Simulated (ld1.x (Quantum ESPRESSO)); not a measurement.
## Building the PAW potential for helium (He) (revPBE, scalar-relativistic).

He, PAW, made with ld1.x (Quantum ESPRESSO) 7.5 (revPBE, scalar-relativistic). Core none, reference 1s2. Waves: 1s (bound): rcut 0.70, rcutus 0.75 bohr; 1s channel at -0.45 Ry: rcut 0.70, rcutus 0.75 bohr; 2p channel at 0.05 Ry: rcut 0.45, rcutus 0.65 bohr; 2p channel at 1.95 Ry: rcut 0.45, rcutus 0.65 bohr. Local part: all-electron potential smoothed inside 0.55 bohr (lloc = -1). Core correction: none. Augmentation charge: PSQ, inside the norm-conserving radii.

All-electron outer shells of the reference configuration (revPBE, scalar-relativistic, ld1.x):

```tsv
shell	level (eV)	outermost node (bohr)	outermost maximum (bohr)
1s	-15.79	–	0.56
```

Results:

```
Cutoffs needed                            : 70 Ry and 90 Ry (the cutoffs (Ry, on a coarse ladder) from which the occupation-weighted sum of valence levels, in a spherical-Bessel basis at the reference potential, stays within 10 and 1 mRy of its value at 400 Ry)
Ghost test                                : no extra level below or beside the all-electron valence levels (s, p tested) (spherical-Bessel basis up to 400 Ry, 20 bohr box)
Largest excitation error                  : -0.5 meV (all-electron minus pseudo) for 1s1, out of 2 test configurations
Lowest eigenvalue of the overlap operator : 0.98 (p channel)
Density cutoff estimated by the generator : 1177 Ry
```

Generation and tests took about 0.6 s on one core of a shared server CPU.
